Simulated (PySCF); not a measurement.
Problem. Give a PBE0-D3(BJ)/def2-SVP geometry of `C=CC[Se@](=O)CC(F)(F)F`.

Solution. 
```xyz
17
C5H7F3OSe angstrom
C     -2.7179   -0.2670    1.1519
C     -1.8978   -0.2788    0.0962
C     -1.3901    0.9373   -0.5846
Se     0.3106    1.6089    0.2025
O      0.8571    2.6768   -0.9045
C      1.2746   -0.0738   -0.2012
C      2.7622    0.0670    0.0012
F      3.3486   -1.1362   -0.0105
F      3.0401    0.6335    1.1823
F      3.3282    0.8012   -0.9475
H     -3.1065    0.6694    1.5656
H     -3.0377   -1.1938    1.6340
H     -1.5383   -1.2422   -0.2839
H     -1.1491    0.8045   -1.6491
H     -2.0612    1.8026   -0.4797
H      0.8932   -0.8561    0.4696
H      1.0760   -0.3345   -1.2494
```

Any rigid rotation of these coordinates is as good. Atoms count from 1 in this order. Of the pairs four or more bonds apart, C2···H16 is among the closest relative to their van der Waals radii: 2.87 Å, 99 % of the sum of Bondi's values. Se4 (selenium bonded to 2 C and O) is pyramidal (angles 104.8°, 103.8° and 92.8°, sum 301.3°, 0.84 Å off the plane of its three neighbours). The C–C distances run from 1.337 Å (C1=C2, drawn double) to 1.508 Å (C6–C7, drawn single), a spread of 0.171 Å.

Bonds between heavy atoms (Å): C1=C2 1.337, C2–C3 1.483, C3–Se4 1.991, Se4=O5 1.632, Se4–C6 1.981, C6–C7 1.508, C7–F8 1.339, C7–F9 1.339, C7–F10 1.326.

The calculation used PBE0-D3(BJ)/def2-SVP geometry optimisation, gas phase (PySCF).

Point group: C1 (no symmetry element, even within 0.4 Å). No PBE0-D3(BJ)/def2-SVP frequencies stand behind this structure, so it isn't proved a minimum. One conformer, not necessarily the lowest (C1–C2–C3–Se4 89°, C2–C3–Se4–O5 166°, C3–Se4–C6–C7 169°).

On one thread of an x86-64 server (shared host), this took 4.8 min. These figures are those of the optimisation.
